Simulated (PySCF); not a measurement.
Atoms are numbered as in `[CH3:1][CH2:2][CH2:3][BH:4][CH:5]1[CH2:6][CH2:7][CH2:8]1`. Hydrogens are named by the atom that carries them. Ha(C6), Ha(C7), Ha(C8) are cis to B4 on the ring; Hb(C6), Hb(C7), Hb(C8) are trans to B4 on the ring.

PySCF calculation with NMR shieldings at PBE0/pcSseg-1/GIAO and coordinates at the PBE0-D3(BJ)/def2-SVP level; equivalent nuclei averaged, isolated molecule, one computed conformer, non-relativistic.

Chemical shifts δ = σref − σ; 13C, 1H against TMS; 11B against BF3·OEt2, all at this level.

```csv
atoms,nucleus,count,δ (ppm)
C3,13C,1,34.5
Hb(C6)/Hb(C8),1H,2,2.02
H(C2),1H,2,?
C1,13C,1,?
C2,13C,1,23.9
H(B4),1H,1,7.40
C7,13C,1,22.6
Hb(C7),1H,1,?
C5,13C,1,40.7
Ha(C6)/Ha(C8),1H,2,1.92
H(C3),1H,2,1.29
C6/C8,13C,2,26.8
Ha(C7),1H,1,1.65
H(C1),1H,3,?
H(C5),1H,1,2.11
B4,11B,1,?
```

Problem. Fill in the missing shifts.

Solution. 
- C1: 19.2 ppm, methyl carbon; a saturated carbon with 1 carbon neighbour and no heteroatom attached
- Hb(C7): 2.08 ppm, hydrogen on an sp3 CH2 in a ring
- H(C2): 1.66 ppm, hydrogen on an sp3 CH2
- H(C1): 0.85 ppm, hydrogen on a methyl carbon; far from electronegative atoms and π systems
- B4: 89.9 ppm, boron bonded to 2 C, H

Hydrogens on boron are broadened and split by 11B (spin 3/2, 80 %) and 10B (spin 3). A carbon bonded to boron is broadened by the quadrupolar boron nucleus and is often missing from a measured spectrum. Shifts are as computed. Against solution values, carbons near 30 ppm lie about +2 ppm off and those near 130 ppm about +5 ppm. Of 1309 compounds with measured shifts, 239 miss one by over three times the rms of a fit or turn the order of signals round; such compounds aren't used in these exercises.
